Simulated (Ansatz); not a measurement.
Relaxation of BrCl2H3OSi (8 atoms, charge 0, multiplicity 1), to a largest force component of 0.03 eV/Å in at most 50 steps.

Theory: RHF/def2-SVP (Ansatz 0.2.0).

```xyz
8
Properties=species:S:1:pos:R:3
Si -0.793 0.364 -0.173
Br 1.384 -2.527 -0.257
Cl -0.532 0.227 -2.192
Cl -2.029 1.953 0.258
H -1.404 -0.839 0.362
H 1.853 -1.276 0.345
O 0.726 0.686 0.528
H 0.796 1.412 1.129
```

Task: Where does it end, and by what steps?

Result: The forces met the threshold. The force dipped under the threshold on the way, but the program's further checks kept it going. After 27 steps the energy has fallen by 0.267 eV; Br2 moved furthest, 1.52 Å.

```json
{"step": "0", "energy less start (eV)": "0.0000", "largest force component (eV/Å)": "1.699", "accepted": "yes"}
{"step": "1", "energy less start (eV)": "-0.1370", "largest force component (eV/Å)": "1.099", "accepted": "yes"}
{"step": "2", "energy less start (eV)": "-0.1757", "largest force component (eV/Å)": "0.263", "accepted": "yes"}
{"step": "3", "energy less start (eV)": "-0.1903", "largest force component (eV/Å)": "0.168", "accepted": "yes"}
{"step": "4", "energy less start (eV)": "-0.1947", "largest force component (eV/Å)": "0.609", "accepted": "yes"}
{"step": "5", "energy less start (eV)": "-0.2091", "largest force component (eV/Å)": "0.350", "accepted": "yes"}
{"step": "6", "energy less start (eV)": "-0.2194", "largest force component (eV/Å)": "0.176", "accepted": "yes"}
{"step": "7", "energy less start (eV)": "-0.2221", "largest force component (eV/Å)": "0.155", "accepted": "yes"}
{"step": "8", "energy less start (eV)": "-0.2201", "largest force component (eV/Å)": "0.908", "accepted": "no"}
{"step": "9", "energy less start (eV)": "-0.2320", "largest force component (eV/Å)": "0.188", "accepted": "yes"}
{"step": "10", "energy less start (eV)": "-0.2385", "largest force component (eV/Å)": "0.453", "accepted": "yes"}
{"step": "11", "energy less start (eV)": "-0.2463", "largest force component (eV/Å)": "0.227", "accepted": "yes"}
{"step": "12", "energy less start (eV)": "-0.2514", "largest force component (eV/Å)": "0.328", "accepted": "yes"}
{"step": "13", "energy less start (eV)": "-0.2562", "largest force component (eV/Å)": "0.135", "accepted": "yes"}
{"step": "14", "energy less start (eV)": "-0.2588", "largest force component (eV/Å)": "0.082", "accepted": "yes"}
{"step": "15", "energy less start (eV)": "-0.2600", "largest force component (eV/Å)": "0.175", "accepted": "yes"}
{"step": "16", "energy less start (eV)": "-0.2604", "largest force component (eV/Å)": "0.172", "accepted": "yes"}
{"step": "17", "energy less start (eV)": "-0.2633", "largest force component (eV/Å)": "0.082", "accepted": "yes"}
{"step": "18", "energy less start (eV)": "-0.2636", "largest force component (eV/Å)": "0.074", "accepted": "yes"}
{"step": "19", "energy less start (eV)": "-0.2645", "largest force component (eV/Å)": "0.047", "accepted": "yes"}
{"step": "20", "energy less start (eV)": "-0.2650", "largest force component (eV/Å)": "0.095", "accepted": "yes"}
{"step": "21", "energy less start (eV)": "-0.2655", "largest force component (eV/Å)": "0.061", "accepted": "yes"}
{"step": "22", "energy less start (eV)": "-0.2659", "largest force component (eV/Å)": "0.022", "accepted": "yes"}
{"step": "23", "energy less start (eV)": "-0.2661", "largest force component (eV/Å)": "0.030", "accepted": "yes"}
{"step": "24", "energy less start (eV)": "-0.2662", "largest force component (eV/Å)": "0.059", "accepted": "yes"}
{"step": "25", "energy less start (eV)": "-0.2665", "largest force component (eV/Å)": "0.034", "accepted": "yes"}
{"step": "26", "energy less start (eV)": "-0.2666", "largest force component (eV/Å)": "0.024", "accepted": "yes"}
{"step": "27", "energy less start (eV)": "-0.2667", "largest force component (eV/Å)": "0.019", "accepted": "yes"}
```

```xyz
8
Properties=species:S:1:pos:R:3
Si -1.003 0.526 -0.304
Br 2.341 -2.741 0.901
Cl -1.148 1.317 -2.192
Cl -1.914 1.820 1.003
H -1.641 -0.780 -0.252
H 1.638 -1.557 0.592
O 0.569 0.338 0.104
H 1.159 1.077 0.149
```

The run took 35 s on 2 threads of Intel(R) Xeon(R) 6975P-C (Granite Rapids), on a shared host, peak memory 0.32 GiB.
